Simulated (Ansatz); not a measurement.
Consider the cleavage of the Si–Si bond: `O[Si](F)([SiH3])I` + `FC(F)(F)S` → `FC(F)(F)S[SiH3]` + `O[SiH](F)I`.

Calculated with Ansatz (gas phase, PBE0-D4/def2-TZVP geometries, no zero-point term in ΔE). CBS: MP2 limit from def2 TZ/QZ plus the TZ coupled-cluster correction, frozen cores. Functionals use def2-TZVPP. def2 core potentials past Kr. For I outer-core shells are correlated without core-valence functions, which leaves a few kJ/mol of doubt a bond. Each species was taken in one conformer, which may not be the lowest.

(1) Is it downhill or uphill in electronic energy at CCSD(T)/CBS, and by how much? (Estimate.)

(2) What do these levels give: LDA (SPW92), BHLYP-D4, PBE, LC-ωPBE, RPA@PBE/def2-TZVPP, CCSD/CBS(def2)? (Estimate.)

(3) What do rigid-rotor, harmonic-oscillator terms from PBE0-D4/def2-TZVP frequencies (298.15 K, 1 bar) make of the CCSD(T)/CBS value? (Estimate.)

Largest T1 diagnostic among the species: 0.012.

## Answers

(1) Computed: Downhill: ΔE = -55.7 kJ/mol.

(2) Ansatz gave: LDA (SPW92) -44.0, BHLYP-D4 -54.9, PBE -44.0, LC-ωPBE -51.2, RPA@PBE/def2-TZVPP -52.7, CCSD/CBS(def2) -56.2 kJ/mol.

(3) Computed: ΔZPE = +2.9 kJ/mol, ΔH = -54.3 kJ/mol, ΔS = 1 J/(mol·K), ΔG = -54.8 kJ/mol. Modes under 50 cm⁻¹ make the entropy rough.

From BLYP to BHLYP (50 % exact exchange), in def2-TZVPP and without D4, ΔE moves by −9.1 kJ/mol. Leaving LDA and LC-ωPBE aside and taking each functional with its dispersion term where it has one, the values, not all of them listed here, spread over 15.2 kJ/mol, from ωB97M-V to PBE-D4. At CCSD(T), def2-SVP lies +5.8 kJ/mol from the extrapolated value and def2-TZVPP +1.7 kJ/mol.
